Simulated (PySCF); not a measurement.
Nb(O)(OH)(Me)2 (C₂H₇NbO₂), SMILES [CH3][Nb]([CH3])(=[O])[OH], multiplicity 1.

The structure is a stationary point at B3LYP-D3(BJ)/def2-SVP. The spin state was assumed, not searched. The def2 effective core potentials stand for the cores of Nb; spin–orbit coupling is left out. The values are those of a single conformer.

Two levels are set side by side: TDA-PBE/def2-SVPD (PySCF) and TDA-ωB97X/def2-SVPD (PySCF). Vertical, same geometry. The lowest singlet is HOMO→LUMO 99 % with PBE and HOMO→LUMO 96 % with the other functional; states are paired by order. Differences are taken from unrounded values.

| quantity | TDA-PBE |
|---|---|
| lowest singlet excitation (eV) | 4.14 |
| lowest triplet excitation (TDA) (eV) | 3.81 |

Question: These are the TDA-PBE values. What does TDA-ωB97X give? (An estimate is asked for; the answer gives what the named calculation found.)

Answer: 
```json
[
 {"quantity": "lowest singlet excitation (eV)", "TDA-ωB97X": "4.64", "TDA-PBE minus TDA-ωB97X": "-0.49"},
 {"quantity": "lowest triplet excitation (TDA) (eV)", "TDA-ωB97X": "4.30", "TDA-PBE minus TDA-ωB97X": "-0.50"}
]
```

Functionals without exact exchange tend to place singlet excitations lower, as here. Differences between two approximate levels are no errors against the true value.

Rough cost on one machine, each run with all the roots and properties that it gave: TDA-ωB97X against TDA-PBE about 5 times.
